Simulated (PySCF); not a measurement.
**From computed data to an observable: refractive index and permittivity of the vapour**

CH7ClN2Si2, SMILES N[Si@]1(Cl)NC[SiH2]1.

Coordinates come from a B3LYP-D3(BJ)/def2-SVP optimisation. The structure was generated by enumeration; whether it is a known compound was not checked. One conformer was computed; it need not be the lowest.

PySCF with PBE/def2-TZVP gives a mean static polarisability of 94.8 bohr³ and a dipole moment of 2.31 D. Take an ideal gas at 298.15 K and 0.01 bar, whether or not the substance is that volatile.

Question: Work out n − 1 in the optical limit and the static ε − 1.

Answer: 
Polarisability volume α' = 94.8 × 0.148185 = 14.05 Å³. Number density N = p/kT = 2.43e-7 Å⁻³.
Dilute limit of Lorentz–Lorenz: n − 1 = 2π N α' = 2.1e-5.
Orientation term of Debye: μ²/(3kT) = 8.098 Å³ × μ²(D²) = 43.21 Å³.
ε − 1 = 4π N (α' + μ²/3kT) = 0.00017. Orientation of the dipole supplies 75 % of the static response; it can't follow optical fields. Vibrational polarisation and dispersion are left out.
